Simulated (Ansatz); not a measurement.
CuSi₆⁺. Total charge 1; singlet. Geometry B3LYP-D4/def2-SVP, basis def2-TZVP, Ansatz.

```xyz
7

Cu    0.7091    0.6815    2.1062
Si    1.2953    0.0084   -0.0506
Si    0.6989   -2.2243   -0.5462
Si   -1.2123   -0.5609    1.3610
Si    0.3242    1.2358   -1.9660
Si   -0.8048    1.4885    0.1382
Si   -1.0105   -0.6288   -1.0427
```

```json
{"run": "A", "HOMO (eV)": "-9.80", "LUMO (eV)": "-8.18"}
{"run": "B", "HOMO (eV)": "-9.95", "LUMO (eV)": "-8.15"}
{"run": "C", "HOMO (eV)": "-10.65", "LUMO (eV)": "-7.52"}
{"run": "D", "HOMO (eV)": "-10.01", "LUMO (eV)": "-8.06"}
{"run": "E", "HOMO (eV)": "-10.28", "LUMO (eV)": "-7.88"}
{"run": "F", "HOMO (eV)": "-12.33", "LUMO (eV)": "-5.69"}
```

HSE06 is defined as in plane-wave codes, on full-range PBE exchange. The structure comes from a short search, and lower isomers may exist.

**Question.** The runs used B97M-V, HSE06, PBE, PBE0, r2SCAN, ωB97M-V. Estimate which is which.

**Answer.** A PBE (0 % exact exchange); B r2SCAN (0 % exact exchange); C PBE0 (25 % exact exchange); D B97M-V (0 % exact exchange); E HSE06 (range-separated); F ωB97M-V (range-separated). Exact exchange lowers occupied and raises empty levels; among semilocal functionals meta-GGAs tend to open the gap a little, and such runs are hard to tell apart. The gap grows from 1.63 eV (PBE) to 6.64 eV (ωB97M-V). The restricted singlet is unstable towards broken spin symmetry in Hartree–Fock (as tested in another run); at r2SCAN-D4/def2-TZVP, PBE0-D4/def2-TZVP, B97M-V/def2-TZVP, HSE06-D4/def2-TZVP and others this wasn't settled.
